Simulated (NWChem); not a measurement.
**ClFSi in NWChem**

```xyz
3

Si    -0.7984    -0.4181     0.0000
F      0.2609    -1.6610     0.0000
Cl     0.5194     1.2237     0.0000
```
Charge 0, spin multiplicity 1.

The numbers come from NWChem runs, not from measurements. Structure: optimised with B3LYP/def2-SVP, a minimum by its harmonic frequencies.

Symmetry labels belong to the abelian group Cs used in the runs, with the axes of the coordinates shown.

The structure started from a generated list of species.

**Question.** List the lowest 4 singlet excitations that TD-PBE/aug-cc-pVDZ gives, with oscillator strengths.

**Answer.** 
```tsv
state	symmetry	energy (eV)	wavelength (nm)	f
1	a"	4.26	291	0.044
2	a"	4.81	258	0.006
3	a'	5.54	224	0.015
4	a'	6.64	187	0.122
```
